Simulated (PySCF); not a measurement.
MoH₅ + Br₂ → MoH₃ + 2 HBr

Level: PBE0 in the def2-TZVP basis family, computed in PySCF with density fitting; scalar-relativistic core potentials for atoms from Rb on, none lighter, no spin–orbit coupling; open shells unrestricted.

| species | state and structure | E (Eh) | ZPE (kJ/mol) | H(298 K) − H(0) (kJ/mol) | S° (J/(mol K)) |
| --- | --- | --- | --- | --- | --- |
| MoH₅ | doublet, Cs, Mo–H 1.644 Å (×2), Mo–H 1.674 Å (×2), Mo–H 1.701 Å; H–Mo–H 57.0°, H–Mo–H 69.1° (×2), H–Mo–H 113.4° (×2), H–Mo–H 115.5°, H–Mo–H 116.8° (×4) | -71.05718 | 90.6 | 12.1 | 258.7 |
| Br₂ | singlet, D∞h, Br–Br 2.281 Å | -5147.70672 | 2.0 | 9.7 | 244.8 |
| MoH₃ | quartet, C3v, Mo–H 1.695 Å (×3); H–Mo–H 107.4° (×3) | -69.87711 | 43.5 | 11.5 | 246.5 |
| HBr | singlet, C∞v, H–Br 1.421 Å | -2574.45811 | 16.0 | 8.7 | 198.5 |

**Question.** What is the electronic reaction energy?

**Answer.** At PBE0/def2-TZVP, ΔE = -77.3 kJ/mol from the differences of the total energies times 2625.5, downhill. 

**Question.** Add zero-point, thermal and entropy terms for 298.15 K and 1 bar.

**Answer.** ΔZPE = -17.1 and Δ[H(298) − H(0)] = 7.1 kJ/mol give ΔH° = -87.3 kJ/mol. ΔS° = 140.0 J/(mol K), so ΔG° = -87.3 − 298.15 × (0.1400) = -129 kJ/mol and log₁₀K = 22.6.

Open d or f shells are single determinants, so the state found may not be the ground state. The structures come from searches over a few start shapes, so lower isomers are not excluded.
